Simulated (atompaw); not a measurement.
# B: one change to a PAW (atompaw) potential, before and after

* Element: boron
* Generator: atompaw 4.2.0.5
* Type: PAW
* Functional: PBE
* Relativity: scalar-relativistic
* Frozen core: [He]
* Valence charge: 3
* Reference configuration: 2s2 2p1
* Partial waves: 2s (bound); 2s channel at 3.75 Ry; 2p (bound); 2p channel at 1.15 Ry
* Local potential: troulliermartins scheme with l = 2 at -0.5 Ry, radius 2.15 bohr
* Core correction: smooth core density matched at 1.90 bohr
* Augmentation charge: besselshape compensation charge, radius 2.60 bohr; PAW radius 3.00 bohr; waves and projectors: bloechl

All-electron outer shells of the reference configuration (PBE, scalar-relativistic, ld1.x):

```csv
shell,level (eV),outermost node (bohr),outermost maximum (bohr)
1s,-180.59,–,0.21
2s,-9.44,0.46,1.52
2p,-3.61,–,1.57
```

Change: wave 2s channel at 3.75 Ry becomes 2s channel at -0.56 Ry.

Cutoffs: the cutoffs (Ry, on a coarse ladder) from which the occupation-weighted sum of valence levels, in a spherical-Bessel basis at the reference potential, stays within 10 and 1 mRy of its value at 400 Ry; they do not see the model core or the augmentation charge, which bear on the density cutoff.

What does the change do?

The potential gets neither clearly harder nor softer (12 Ry and 18 Ry → 12 Ry and 18 Ry); a bound ghost appears in s, which as a rule spoils a file.

```tsv
quantity	base	changed
cutoff, loose	12 Ry	12 Ry
cutoff, tight	18 Ry	18 Ry
loose cutoff by channel (10 mRy a level)	s 8 Ry, p 12 Ry	s 6 Ry, p 12 Ry
bound ghosts	none	s
s: phases at 3.02 bohr within 0.05 rad from the reference energy up to (Ry; the scan ends near 5)	0.8	-0.1
p: phases at 3.02 bohr within 0.05 rad from the reference energy up to (Ry; the scan ends near 5)	5.0	5.0
lowest overlap eigenvalue by channel	s 0.44, p 1.00	s 0.00, p 1.00
```

 A true bound ghost makes a file unfit for plane-wave use even where its test errors are small: the radial tests pick states by their node count and pass the ghost by. The cutoffs see the waves, projectors and local potential, not the compensation charge or the core.
